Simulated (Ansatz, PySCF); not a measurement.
Gas-phase reaction (SMILES): C[O][Al]([CH3])[O]C + N (NH3) -> C[O][Al]([NH2])[O]C + C (CH4); ammonia cleaves one Al-C bond, a model of a ligand-exchange step.

Structures are relaxed separately at B3LYP-D3(BJ)/def2-TZVP in Ansatz (a first-principles code), one conformer each, not searched for the lowest. Cores are frozen in the correlated levels unless marked. Spin-orbit coupling is left out. No relativistic terms. CBS(X,Y): correlation extrapolated as X^-3; Hartree-Fock from the larger set. Thermal terms are rigid-rotor harmonic-oscillator values from B3LYP-D3(BJ) frequencies (Ansatz or PySCF) at 298.15 K and 1 atm. 1 Eh = 627.5095 kcal/mol.

```json
[
 {"species": "C[O][Al]([CH3])[O]C", "E, CCSD(T)/CBS(cc-pV(T+d)Z,cc-pV(Q+d)Z) (Ansatz) (Eh)": "-512.01641", "E, PBE-D3(BJ)/def2-TZVPD (Ansatz + dftd3) (Eh)": "-512.36541", "H - E (Eh)": "0.13086"},
 {"species": "N (NH3)", "E, CCSD(T)/CBS(cc-pV(T+d)Z,cc-pV(Q+d)Z) (Ansatz) (Eh)": "-56.50369", "E, PBE-D3(BJ)/def2-TZVPD (Ansatz + dftd3) (Eh)": "-56.51114", "H - E (Eh)": "0.03799"},
 {"species": "C[O][Al]([NH2])[O]C", "E, CCSD(T)/CBS(cc-pV(T+d)Z,cc-pV(Q+d)Z) (Ansatz) (Eh)": "-528.09527", "E, PBE-D3(BJ)/def2-TZVPD (Ansatz + dftd3) (Eh)": "-528.44081", "H - E (Eh)": "0.12052"},
 {"species": "C (CH4)", "E, CCSD(T)/CBS(cc-pV(T+d)Z,cc-pV(Q+d)Z) (Ansatz) (Eh)": "-40.45816", "E, PBE-D3(BJ)/def2-TZVPD (Ansatz + dftd3) (Eh)": "-40.46420", "H - E (Eh)": "0.04840"}
]
```

Work out ΔE and ΔH at 298.15 K at the first level, then ΔH at the second.


1. ΔE = [(-528.09527) + (-40.45816)] - [(-512.01641) + (-56.50369)] = -0.03333 Eh = -20.9 kcal/mol at CCSD(T)/CBS(cc-pV(T+d)Z,cc-pV(Q+d)Z).
2. The terms H - E add up to 0.00007 Eh, so ΔH = (-0.03333 + (0.00007))×627.5095 = -20.9 kcal/mol.
3. At PBE-D3(BJ)/def2-TZVPD the same steps give ΔE = -17.9 and ΔH = -17.8 kcal/mol, a shift of +3.1 from the first level.
4. These values are not checked against measurement here, since the tables used lack a sound gas-phase enthalpy of formation for at least one species.
